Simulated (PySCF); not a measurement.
C7H5O (doublet state).
Cartesian coordinates in Å at the GFN2-xTB level; atoms count from 1:
```xyz
13
C7H5O angstrom
C      3.873    0.528   -0.398
C      2.676    0.256   -0.348
C      1.426   -0.123   -0.296
C      0.112   -0.223   -0.236
C     -0.639    0.981   -0.174
C     -1.252    2.015   -0.124
O     -0.519   -1.439   -0.233
C     -1.922   -1.420   -0.154
H      4.882    0.807   -0.439
H     -1.776    2.922   -0.079
H     -2.234   -2.463   -0.164
H     -2.265   -0.945    0.772
H     -2.367   -0.896   -1.006
```

The hyperfine couplings belong to this conformer and change with its torsions.

Identity: `[C](/C#C)=C(/C#C)OC` [radical].

Method used: UKS B3LYP, pcH-1 on C H O, non-relativistic, mean-field spin-orbit, GIAO (PySCF). Isolated species at its GFN2-xTB geometry (one conformer only). Couplings are sensitive to structure, and on GFN2-xTB geometries they can be far from those on DFT ones. The SCF solution wasn't tested for stability. ⟨S²⟩ is 0.784 where a pure state has 0.75.

Computed for the main isotopes (class means, splittings of 0.05 mT or more): g = 2.0023; H9 1H -49.3 MHz (1.76 mT); 2 first-order lines, 1.76 mT wide.

Task: What changes when 1H at H9 is replaced by 2H?

Result: Only the nuclear moment changes in this model. The ratio of g factors is 0.85744/5.58569 = 0.1535, so a goes from -49.3 to -7.6 MHz (0.270 mT). The spin goes from 1/2 to 1, so the 1:1 doublet becomes a 1:1:1 triplet. The spectrum then has 3 first-order lines over 0.54 mT.

Lines, offset from centre (mT) (relative intensity): -0.27 (1), 0.00 (1), +0.27 (1)

Task: Where do the 13C satellites of C3 appear, and how strong are they?

Result: a = +78.2 MHz, or 2.79 mT in magnitude, and I = 1/2, so to first order each main line has two satellites, at ±1.39 mT. The isotope's abundance is about 1.07 %, shared among 2 lines, so each has 0.54 % of the main line's intensity.

Task: Give position and intensity of the satellites from 13C at C2.

Result: a = -72.9 MHz, or 2.60 mT in magnitude, and I = 1/2, so to first order each main line has two satellites, at ±1.30 mT. The isotope's abundance is about 1.07 %, shared among 2 lines, so each has 0.54 % of the main line's intensity.

Task: Where do the 13C satellites of C1 appear, and how strong are they?

Result: a = +54.5 MHz, or 1.94 mT in magnitude, and I = 1/2, so to first order each main line has two satellites, at ±0.97 mT. The isotope's abundance is about 1.07 %, shared among 2 lines, so each has 0.54 % of the main line's intensity.
